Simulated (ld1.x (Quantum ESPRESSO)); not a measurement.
## Building the TM semilocal potential for Te (Z = 52) (PBE, scalar-relativistic).

```json
{
  "Element": "tellurium (Te)",
  "Generator": "ld1.x (Quantum ESPRESSO) 7.5",
  "Type": "norm-conserving Troullier–Martins (semilocal form)",
  "Functional": "PBE",
  "Relativity": "scalar-relativistic",
  "Frozen core": "[Ar] 3d10 4s2",
  "Valence charge": "22",
  "Reference configuration": "4p6 4d10 5s2 5p3 (charge +1)",
  "Partial waves": "5s (bound): rc 1.35 bohr; 4p (bound): rc 1.25 bohr; 4d (bound): rc 1.25 bohr; 4f channel at 0.35 Ry: rc 1.25 bohr",
  "Local potential": "the f channel",
  "Core correction": "none"
}
```

Occupied shells without a wave of their own: 5p. They enter only through the test configuration that unscreens the potential.

All-electron outer shells of the reference configuration (PBE, scalar-relativistic, ld1.x):

```tsv
shell	level (eV)	outermost node (bohr)	outermost maximum (bohr)
4s	-173.44	0.38	0.70
4p	-123.46	0.38	0.74
4d	-50.68	0.36	0.81
5s	-23.44	0.91	1.77
5p	-13.68	1.00	2.11
```

What the tests gave:

| Quantity | Value |
| --- | --- |
| Cutoffs needed | 120 Ry and 200 Ry (the cutoffs (Ry, on a coarse ladder) from which the occupation-weighted sum of valence levels, in a spherical-Bessel basis at the reference potential, stays within 10 and 1 mRy of its value at 400 Ry) |
| Ghost test | no extra level below or beside the all-electron valence levels (s, p, d, f tested); the semilocal form is local in each channel, so this says nothing of the separable form that plane-wave codes build from it (spherical-Bessel basis up to 400 Ry, 20 bohr box) |
| Largest excitation error | -3108 meV (all-electron minus pseudo) for 4p6 4d10 5s2 5p0, out of 7 test configurations |

The potential misses its own reference levels by up to 0.6 eV.

Generation and tests took about 7.5 s on one core of a shared server CPU.
